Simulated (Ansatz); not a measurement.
Relaxation of FH$_{5}$OSSi (9 atoms, charge 0, multiplicity 1), to a largest force component of 0.03 eV/Å in at most 50 steps.

Computed with RHF/def2-SVP in Ansatz.

```xyz
9
Properties=species:S:1:pos:R:3:forces:R:3
Si -0.086 0.050 -0.019 -0.23 0.26 -0.24
H 0.103 0.093 1.431 -0.18 0.35 -0.05
H 1.160 0.153 -0.772 0.03 -0.02 -0.01
F -0.999 1.328 -0.384 -0.02 0.00 -0.01
O -0.926 -1.284 -0.475 0.04 0.03 0.03
H -1.870 -1.259 -0.487 0.00 -0.02 0.00
S 1.785 -2.321 1.481 -0.43 0.37 0.54
H 0.828 -3.046 0.900 -0.02 -0.02 0.00
H 0.902 -1.471 2.087 0.80 -0.95 -0.26
```

**Question.** Where does it end, and by what steps?

**Answer.** It converged. The force dipped under the threshold on the way, but the program's further checks kept it going. After 16 steps the energy has fallen by 0.274 eV; H9 moved furthest, 1.37 Å.

```
step  energy less start (eV)  largest force component (eV/Å)  accepted
   0                  0.0000                           0.947       yes
   1                 -0.1552                           0.340       yes
   2                 -0.1961                           0.333       yes
   3                 -0.2274                           0.337       yes
   4                 -0.2484                           0.083       yes
   5                 -0.2598                           0.221       yes
   6                 -0.2673                           0.176       yes
   7                 -0.2674                           0.341       yes
   8                 -0.2532                           0.845        no
   9                 -0.2716                           0.098       yes
  10                 -0.2717                           0.226       yes
  11                 -0.2733                           0.044       yes
  12                 -0.2734                           0.037       yes
  13                 -0.2740                           0.024       yes
  14                 -0.2742                           0.066       yes
  15                 -0.2743                           0.042       yes
  16                 -0.2744                           0.016       yes
```

```xyz
9
Properties=species:S:1:pos:R:3
Si -0.220 0.316 -0.179
H -0.222 0.771 1.218
H 1.114 0.259 -0.776
F -1.102 1.389 -0.994
O -0.913 -1.160 -0.347
H -1.826 -1.294 -0.145
S 1.941 -2.546 1.584
H 0.951 -2.816 0.732
H 1.173 -2.676 2.668
```

Whether the end is a true minimum wasn't checked by a vibrational analysis.

The run took 38 s on 1 thread of Arm Neoverse V1, on a shared host, peak memory 0.16 GiB.
